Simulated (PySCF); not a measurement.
# Correlation energy of Xe (xenon, neutral)

[Kr] 4d10 5s1 5p6 5d1, high-spin 3D determinant (an excited configuration). Calculation: PySCF 2.14, in aug-cc-pVDZ-PP with ECP28MDF (5s4p3d, 32 functions); scalar relativity through the core potential. Frozen: 4s2 4p6 4d10; 8 electrons correlated.

| level | correlation energy (mhartree) |
| --- | --- |
| CCSD | -219.92 |
| (T) | -18.92 |
| CCSD(T) | -238.84 |

Diagnostics: T1 = 0.014, D1 = 0.0257, largest double amplitude 0.362.

**Question.** Is a single reference adequate?

**Answer.** Not fully. The outer electron is Rydberg-like, and this basis confines it to a smaller radius and binds it less than a complete one would. A double-excitation amplitude exceeds 0.15, a sign of near-degeneracy.
